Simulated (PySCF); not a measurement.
**From a log to its input**

A PySCF 2.14 run on the atoms Ga 0 0 0; I 0 0 2.515 (angstrom) printed this (some set-up lines and the per-cycle HOMO/LUMO lines with their warnings removed):

```
PySCF version 2.14.0

[INPUT] verbose = 4
[INPUT] num. atoms = 2
[INPUT] num. electrons = 28
[INPUT] charge = 0
[INPUT] spin (= nelec alpha-beta = 2S) = 0
[INPUT] symmetry False subgroup None
[INPUT] Mole.unit = angstrom

nuclear repulsion = 30.9300397635149
number of shells = 15
number of NR pGTOs = 82
number of NR cGTOs = 39
basis = sbkjc
ecp = {'Ga': 'sbkjc', 'I': 'sbkjc'}

******** <class 'pyscf.dft.rks.RKS'> ********
method = RKS
initial guess = minao
damping factor = 0
level_shift factor = 0
DIIS = <class 'pyscf.scf.diis.CDIIS'>
diis_start_cycle = 1
diis_space = 8
diis_damp = 0
SCF conv_tol = 1e-09
SCF conv_tol_grad = None
SCF max_cycles = 50
direct_scf = True
direct_scf_tol = 1e-13
XC library pyscf.dft.libxc version 7.0.0
    S. Lehtola, C. Steigemann, M. J.T. Oliveira, and M. A.L. Marques.,  SoftwareX 7, 1–5 (2018)
XC functionals = bhandhlyp
    A. D. Becke.,  J. Chem. Phys. 98, 1372 (1993)
    Defined through Gaussian implementation.
radial grids:
    Treutler-Ahlrichs [JCP 102, 346 (1995); DOI:10.1063/1.469408] (M4) radial grids

becke partition: Becke, JCP 88, 2547 (1988); DOI:10.1063/1.454033
pruning grids: <function nwchem_prune>
grids dens level: 3
symmetrized grids: False
atomic radii adjust function: <function treutler_atomic_radii_adjust>
small_rho_cutoff = 0
Set gradient conv threshold to 3.16228e-05
Initial guess from minao.
tot grids = 42864
init E= -260.078237158354

cycle= 1 E= -216.263458798095  delta_E= 43.8  |g|= 15.9  |ddm|= 18.9
cycle= 2 E= -220.525477213519  delta_E= -4.26  |g|=   14  |ddm|= 23.1
cycle= 3 E= -268.663312501919  delta_E= -48.1  |g|= 2.37  |ddm|= 13.4
cycle= 4 E= -264.027488233933  delta_E= 4.64  |g|= 3.05  |ddm|= 4.88
cycle= 5 E= -269.487649177109  delta_E= -5.46  |g|= 1.26  |ddm|= 3.68
cycle= 6 E= -269.603319739109  delta_E= -0.116  |g|= 0.322  |ddm|= 0.655
cycle= 7 E= -269.622202801386  delta_E= -0.0189  |g|= 0.0495  |ddm|= 0.549
cycle= 8 E= -269.622880871773  delta_E= -0.000678  |g|= 0.00424  |ddm|= 0.0709
cycle= 9 E= -269.622884680597  delta_E= -3.81e-06  |g|= 0.00155  |ddm|= 0.00656
cycle= 10 E= -269.622885280232  delta_E= -6e-07  |g|= 0.000181  |ddm|= 0.00184
cycle= 11 E= -269.622885291842  delta_E= -1.16e-08  |g|= 2.17e-05  |ddm|= 0.000397
cycle= 12 E= -269.622885292084  delta_E= -2.42e-10  |g|= 1.9e-06  |ddm|= 5.37e-05
Extra cycle  E= -269.622885292087  delta_E= -2.5e-12  |g|= 1.54e-06  |ddm|= 4.24e-06
converged SCF energy = -269.622885292087
 ** Mulliken pop  **
pop of  0 Ga 3s           1.51444
pop of  0 Ga 4s           0.73302
pop of  0 Ga 5s           1.31220
pop of  0 Ga 6s           0.44298
pop of  0 Ga 3px          1.65969
pop of  0 Ga 3py          1.65969
pop of  0 Ga 3pz          1.66934
pop of  0 Ga 4px          0.04837
pop of  0 Ga 4py          0.04837
pop of  0 Ga 4pz          0.09835
pop of  0 Ga 5px          0.05497
pop of  0 Ga 5py          0.05497
[27 lines left out]
 ** Mulliken atomic charges  **
charge of    0Ga =      0.27403
charge of    1I =     -0.27403
Dipole moment(X, Y, Z, Debye): -0.00000, -0.00000, -3.03443
orbital energies (hartree): [-0.3136 -0.3136 -0.2867 -0.0387 -0.0387  0.0427]
```

Problem. Write the input that gave this log.

Solution. The input was:

```python
from pyscf import gto, dft

mol = gto.M(
    atom='Ga 0 0 0; I 0 0 2.515',
    basis='sbkjc',
    ecp={'Ga': 'sbkjc', 'I': 'sbkjc'},
    charge=0,
    spin=0,
    verbose=4,
)
mf = dft.RKS(mol, xc='bhandhlyp')
mf.kernel()
mf.mulliken_pop()
mf.dip_moment()
print('orbital energies (hartree):', mf.mo_energy[..., max(0, mol.nelec[1]-3):mol.nelec[0]+3].round(4))
```

Stability towards an unrestricted solution was not tested. The bond length is a typed value, not an optimised one.
